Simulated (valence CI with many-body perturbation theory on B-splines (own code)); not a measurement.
## Al I: electric-dipole lines

Calculated by valence CI with perturbative core correlation (CI+MBPT): three valence electrons over a frozen Dirac-Fock core [Ne], a basis of 11 s, 11 p, 9 d, 7 f, 5 g, 2 h, 1 i functions for each j, with the one-electron correlation potential Σ1 (screened to all orders), the two-electron term Σ2, the three-electron term Σ3, Breit, model QED; selected single and double excitations, second order for the rest (own B-spline code, finite nucleus).

Against 21 measured levels this calculation errs by 47 cm⁻¹ on average and by 85 at most.

Lines 51 to 76 of 76 in falling wavelength, among levels below 5.394 eV, chosen from the strongest by gf and those to the six lowest levels. Wavelengths and rates use the calculated energies, so an error of 50 cm⁻¹ moves a line at 6926 Å by 0.35 % and its rate by three times that or more. Electric multipoles are in the length gauge, E1 and E2 with the static RPA response of the core. Weak lines are less certain than strong ones. Lines between different terms over intervals too small for the method are left out, as are lines whose strength nearly cancels. The highest levels of a list are the least certain.

Names give the largest LS component (configuration and term), which can be under half, so a name can repeat, a term be missing and a line seem to break the LS rules; names also repeat where a configuration has a term twice. Letters in brackets count levels of one name in rising energy.

| λ vac (Å) | λ from measured levels | Upper | Lower | A (s⁻¹) | S (a.u.) |
| --- | --- | --- | --- | --- | --- |
| 6926 | 6986 | 3s2 6p 2P°_1/2 | 3s 3p2 4P_1/2 | 6.94e-01 | 2.27e-07 |
| 6924 | 6984 | 3s2 6p 2P°_3/2 | 3s 3p2 4P_1/2 | 1.82e-01 | 1.19e-07 |
| 6713 | 6701 | 3s2 5p 2P°_1/2 | 3s2 4s 2S_1/2 | 9.91e+05 | 2.96e-01 |
| 6711 | 6698 | 3s2 5p 2P°_3/2 | 3s2 4s 2S_1/2 | 1.02e+06 | 6.06e-01 |
| 5564 | 5559 | 3s2 6p 2P°_1/2 | 3s2 4s 2S_1/2 | 2.54e+05 | 4.32e-02 |
| 5563 | 5559 | 3s2 6p 2P°_3/2 | 3s2 4s 2S_1/2 | 2.63e+05 | 8.94e-02 |
| 3954 | 3963 | 3s2 4s 2S_1/2 | 3s2 3p 2P°_3/2 | 9.99e+07 | 6.09e+00 |
| 3937 | 3945 | 3s2 4s 2S_1/2 | 3s2 3p 2P°_1/2 | 5.02e+07 | 3.02e+00 |
| 3469 | 3459 | 3s 3p2 4P_1/2 | 3s2 3p 2P°_3/2 | 2.75e+02 | 1.13e-05 |
| 3464 | 3454 | 3s 3p2 4P_3/2 | 3s2 3p 2P°_3/2 | 3.07e+01 | 2.52e-06 |
| 3456 | 3446 | 3s 3p2 4P_1/2 | 3s2 3p 2P°_1/2 | 3.69e+02 | 1.50e-05 |
| 3455 | 3445 | 3s 3p2 4P_5/2 | 3s2 3p 2P°_3/2 | 5.16e+02 | 6.30e-05 |
| 3450 | 3440 | 3s 3p2 4P_3/2 | 3s2 3p 2P°_1/2 | 1.33e+02 | 1.08e-05 |
| 3092 | 3094 | 3s2 3d 2D_3/2 | 3s2 3p 2P°_3/2 | 1.28e+07 | 7.49e-01 |
| 3092 | 3094 | 3s2 3d 2D_5/2 | 3s2 3p 2P°_3/2 | 7.64e+07 | 6.69e+00 |
| 3082 | 3083 | 3s2 3d 2D_3/2 | 3s2 3p 2P°_1/2 | 6.35e+07 | 3.67e+00 |
| 2659 | 2661 | 3s2 5s 2S_1/2 | 3s2 3p 2P°_3/2 | 2.52e+07 | 4.68e-01 |
| 2651 | 2653 | 3s2 5s 2S_1/2 | 3s2 3p 2P°_1/2 | 1.27e+07 | 2.34e-01 |
| 2573 | 2576 | 3s2 4d 2D_3/2 [a] | 3s2 3p 2P°_3/2 | 4.67e+06 | 1.57e-01 |
| 2573 | 2576 | 3s2 4d 2D_5/2 [a] | 3s2 3p 2P°_3/2 | 2.85e+07 | 1.44e+00 |
| 2566 | 2569 | 3s2 4d 2D_3/2 [a] | 3s2 3p 2P°_1/2 | 2.44e+07 | 8.12e-01 |
| 2377 | 2379 | 3s2 6s 2S_1/2 | 3s2 3p 2P°_3/2 | 1.07e+07 | 1.41e-01 |
| 2370 | 2373 | 3s2 6s 2S_1/2 | 3s2 3p 2P°_1/2 | 5.39e+06 | 7.08e-02 |
| 2369 | 2374 | 3s2 4d 2D_3/2 [b] | 3s2 3p 2P°_3/2 | 1.54e+07 | 4.04e-01 |
| 2369 | 2374 | 3s2 4d 2D_5/2 [b] | 3s2 3p 2P°_3/2 | 9.34e+07 | 3.68e+00 |
| 2363 | 2368 | 3s2 4d 2D_3/2 [b] | 3s2 3p 2P°_1/2 | 7.90e+07 | 2.06e+00 |
